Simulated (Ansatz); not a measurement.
Name a neutral molecule of C, F, N, Si and H with HOMO–LUMO gap (PBE0/def2-TZVPP) between 8.45 and 8.75 eV and HOMO energy (PBE0/def2-TZVPP) between -10.00 and -9.70 eV (Ansatz, PBE0-D4/def2-TZVP geometry).

`C[SiH](F)C#N` (8.69 eV, -9.71 eV). Other molecules can fit too; these were computed, each in one conformer that needn't be the lowest.
